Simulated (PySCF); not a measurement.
Radial density of As (arsenic, neutral)

UHF, [Ar] 3d10 4s2 4p2 5s1, high-spin 4P determinant (an excited configuration). Calculation: PySCF 2.14, in aug-cc-pVDZ-PP with ECP10MDF (5s4p3d, 32 functions); a scalar-relativistic core potential. This is the valence pseudo-density: the core potential removes the inner electrons and smooths the orbitals near the nucleus.

| r (bohr) | 4πr²ρ (e/bohr) | 4πr²(ρα − ρβ) |
| --- | --- | --- |
| 0.000667 | 1.166e-05 | 0.0000 |
| 0.00112 | 3.294e-05 | 0.0000 |
| 0.00189 | 9.279e-05 | 0.0000 |
| 0.00317 | 0.0002594 | 0.0000 |
| 0.00534 | 0.0007101 | 0.0000 |
| 0.00898 | 0.001838 | 0.0000 |
| 0.0151 | 0.004176 | 0.0000 |
| 0.0254 | 0.007900 | 0.0000 |
| 0.0427 | 0.01772 | 0.0001 |
| 0.0719 | 0.1041 | 0.0001 |
| 0.121 | 0.9177 | -0.0003 |
| 0.203 | 5.584 | 0.0078 |
| 0.342 | 21.20 | 0.1046 |
| 0.575 | 29.01 | 0.0836 |
| 0.968 | 9.299 | 0.1272 |
| 1.63 | 2.869 | 0.9535 |
| 2.74 | 1.115 | 0.6799 |
| 4.61 | 0.3590 | 0.3431 |
| 7.75 | 0.07190 | 0.0719 |
| 13.0 | 6.133e-05 | 0.0001 |

Energies and moments cover only the electrons outside the core potential. The outer electron is Rydberg-like, and this basis confines it to a smaller radius and binds it less than a complete one would.
